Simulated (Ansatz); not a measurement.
Reaction (redistribution): `C[SiH2][AsH2]` + `[SiH3][SiH]1B[SiH2]1` → `C[SiH2][SiH]1B[SiH2]1` + `[SiH3][AsH2]`

Isolated molecules relaxed with PBE0-D4/def2-TZVP in Ansatz; ΔE leaves out vibrations. CBS: MP2 limit from def2 TZ/QZ plus the TZ coupled-cluster correction, frozen cores. DFT in def2-TZVPP. For As outer-core shells are correlated without core-valence functions, which leaves a few kJ/mol of doubt a bond. Scalar relativity is left out up to krypton. One conformer a species, not always the lowest.

```tsv
level	ΔE (kJ/mol)
PBE	2.4
CCSD/CBS(def2)	2.7
```

Question: What does CCSD(T)/CBS give? (Estimate.)

Answer: Computed: +2.2 kJ/mol. The listed levels differ from it by 0.2, 0.5 kJ/mol.

Largest T1 diagnostic among the species: 0.016.
